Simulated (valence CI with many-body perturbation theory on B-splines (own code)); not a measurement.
**Sb in brief**

Level of theory: configuration interaction combined with many-body perturbation theory (CI+MBPT): five valence electrons over a frozen Dirac-Fock core [Kr] 4d10, radial functions for each j: 10 s, 10 p, 9 d, 7 f, 4 g, 2 h, with the one-electron correlation potential Σ1 (screened to all orders), the two-electron term Σ2, the three-electron term Σ3, Breit, model QED; selected single and double excitations, second order for the rest, scaled by the run's own slope (own B-spline code, finite nucleus).

Against 19 measured levels this calculation errs by 64 cm⁻¹ on average and by 178 at most. These come from a selection out of the NIST Handbook of Basic Atomic Spectroscopic Data. Levels without a partner in it may be off by more. Among the levels kept, up to 870 cm⁻¹ of a level comes from second order outside the variational space, and about a tenth of that is noise between levels of different J, which matters for small intervals.

Rates and lifetimes use the calculated energies. Strong lines usually hold to 10 to 20 %, long lifetimes can be off by a factor of two.

**Question.** What is the ground level?

**Answer.** 5s2.5p3 4S°_3/2, composition 90 % 5s2.5p3 4S° + 4 % 5s2.5p3 2P°, g = 1.971.

**Question.** How well does LS coupling describe the low levels?

**Answer.** Among the lowest 20 levels the leading LS term, summed over configurations, holds 72 % on average. For single configurations the figures are 64 % in LS and 67 % in jj coupling. Terms mix most in the J = 3/2 level at 52535 cm⁻¹, where the leading one holds 44 %.

**Question.** Where does the other parity begin?

**Answer.** At 5s2.5p2.6s 4P_1/2, 43296 cm⁻¹.

**Question.** What are the static dipole polarisabilities of the lowest levels?

**Answer.** 5s2.5p3 4S°_3/2 42.7 (tensor -0.27); 5s2.5p3 2D°_3/2 46.0 (tensor -3.3); 5s2.5p3 2D°_5/2 46.4 (tensor -0.86); 5s2.5p3 2P°_1/2 50.2 bohr³, of which the core gives 1.68. The recommended value for the atom is 43 ± 2 bohr³ (Schwerdtfeger and Nagle, table of static dipole polarizabilities (2023 update)).

**Question.** Among levels below 62754 cm⁻¹, which E1 lines absorb most strongly from the ground level?

**Answer.** to 5s2.5p2.6s 4P_5/2 at 206.7 nm, f = 0.184; to 5s.5p4 4P_5/2 at 160.3 nm, f = 0.132; to 5s2.5p2.6s 4P_3/2 at 217.5 nm, f = 0.119.
